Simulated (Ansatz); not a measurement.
## AlH4NSn: where a starting geometry ends

The starting geometry of this gas-phase singlet was optimised with GFN2-xTB; its bonds are those of `[NH2][AlH][SnH]`.

```csv
atom,x (Å),y (Å),z (Å)
Al,0.1633,-0.5090,0.9192
N,0.2443,1.3267,0.9060
Sn,-0.2210,0.0522,-1.5660
H,1.0731,1.9112,0.9561
H,0.3151,-1.3575,2.2271
H,-1.9312,0.1635,-1.0426
H,-0.5413,1.9309,1.1246
```

Task: Predict what it relaxes into with BLYP-D3(BJ)/def2-SVP.

Result: A new bond forms, giving a structure with H6 bridging Al1 and Sn3, given below by its coordinates. Distances that change by over a tenth: N2–Sn3 (2.82 → 2.46 Å), Sn3–H6 (1.79 → 2.01 Å). Contacts that close: Al1–H6 (2.95 → 1.84 Å).

The energy falls by 0.46 eV over 16 steps:

```csv
step,E − E(last) (eV)
1,0.456
3,0.276
4,0.235
6,0.190
8,0.085
9,0.023
11,0.005
13,0.000
14,0.000
16,0.000
```

Final geometry (Å):

```xyz
7

Al    0.0762   -0.5646    0.7307
N     0.1963    1.3756    0.6982
Sn   -0.1980    0.5550   -1.5873
H     1.1190    1.8207    0.7794
H    -0.1573   -1.3361    2.1103
H    -1.4360   -0.3595   -0.2948
H    -0.4980    2.0269    1.0878
```

Frequencies at the end are all real (lowest 232 cm⁻¹). Atoms past krypton carry core potentials, without spin–orbit terms. Run with Ansatz 0.2.0, 70 s on 1 thread of Intel(R) Xeon(R) Processor @ 2.50GHz (Skylake/Cascade Lake), with other jobs on the host.
